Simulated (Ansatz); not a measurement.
Mulliken charges of CH5NSeSi, SMILES `[SiH3]/N=C\[SeH]` from ωB97M-V/def2-TZVPP in Ansatz (PBE0-D4/def2-TZVP geometry).

```json
{"atom": "Si1", "x (Å)": "-0.258", "y (Å)": "1.197", "z (Å)": "-1.028", "charge (e)": "0.273"}
{"atom": "N2", "x (Å)": "-0.541", "y (Å)": "-0.455", "z (Å)": "-0.590", "charge (e)": "-0.310"}
{"atom": "C3", "x (Å)": "-0.138", "y (Å)": "-1.142", "z (Å)": "0.369", "charge (e)": "-0.029"}
{"atom": "Se4", "x (Å)": "1.024", "y (Å)": "-0.569", "z (Å)": "1.809", "charge (e)": "-0.025"}
{"atom": "H5", "x (Å)": "0.359", "y (Å)": "1.203", "z (Å)": "-2.376", "charge (e)": "-0.026"}
{"atom": "H6", "x (Å)": "-1.572", "y (Å)": "1.881", "z (Å)": "-1.068", "charge (e)": "-0.026"}
{"atom": "H7", "x (Å)": "0.639", "y (Å)": "1.915", "z (Å)": "-0.075", "charge (e)": "-0.036"}
{"atom": "H8", "x (Å)": "-0.427", "y (Å)": "-2.191", "z (Å)": "0.485", "charge (e)": "0.120"}
{"atom": "H9", "x (Å)": "1.002", "y (Å)": "-1.886", "z (Å)": "2.456", "charge (e)": "0.060"}
```

Question: By hand: the dipole of these point charges (1 e Å = 4.8032 D).

Answer: Σ q r = (0.093, -0.010, 0.144) e Å, of length 0.172 e Å = 0.83 D.

Question: How does the dipole of the full density compare? (Best estimate.)

Answer: Ansatz gave: (0.062, -0.182, 0.186) e Å, 1.28 D; the point charges give 0.65 times that, at 42° from its direction.

Point charges leave out the atoms' own dipoles, such as those of lone pairs, and Mulliken's split depends on the basis, so the two needn't agree.
